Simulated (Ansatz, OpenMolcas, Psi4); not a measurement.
## InF (SMILES [F][In]): the energy, rung by rung

The species is InF (2 atoms), meant as a singlet with charge 0. SMILES: `[F][In]`. The shape is that of a PBE0-D4/def2-TZVP optimisation.

```xyz
2

F     0.0000    0.0000    0.0159
In    0.0000    0.0000    2.0096
```

Quantity: the energy change with the F1–In2 bond stretched from 1.994 to 2.592 Å, in eV. The values are calculated.

| level | kind | program | value (eV) | less CCSD(T)/def2-TZVPP |
| --- | --- | --- | --- | --- |
| HF/def2-TZVPP (core potential) (unrestricted) | Hartree–Fock | OpenMolcas | 1.40 | +0.05 |
| SVWN5/def2-TZVPP (core potential) (restricted) | LDA | Ansatz | 1.34 | -0.01 |
| BLYP/def2-TZVPP (core potential) (restricted) | GGA | Ansatz | 0.99 | -0.36 |
| revPBE/def2-TZVPP (core potential) (restricted) | GGA | Ansatz | 1.01 | -0.34 |
| TPSS/def2-TZVPP (core potential) (restricted) | meta-GGA | Psi4 | 1.16 | -0.19 |
| PBE0/def2-TZVPP (core potential) (restricted) | global hybrid | OpenMolcas | 1.27 | -0.08 |
| HSE06/def2-TZVPP (core potential) (restricted) | range-separated hybrid | Psi4 | 1.27 | -0.08 |
| B2PLYP/def2-TZVPP (core potential, density fitting for correlation) (restricted) | double hybrid | Psi4 | 1.24 | -0.11 |
| CCSD(T)/def2-TZVPP (core potential) (restricted) | coupled cluster or CI | OpenMolcas | 1.35 | 0.00 |

Differences are taken from CCSD(T)/def2-TZVPP (core potential) (restricted) for orientation; it has basis-set and higher-order errors of its own. The first shape isn't each level's own minimum. The values span 0.99 to 1.40 eV. In the correlated wave-function rows the outer d shell of In is correlated, in sets not made for it.
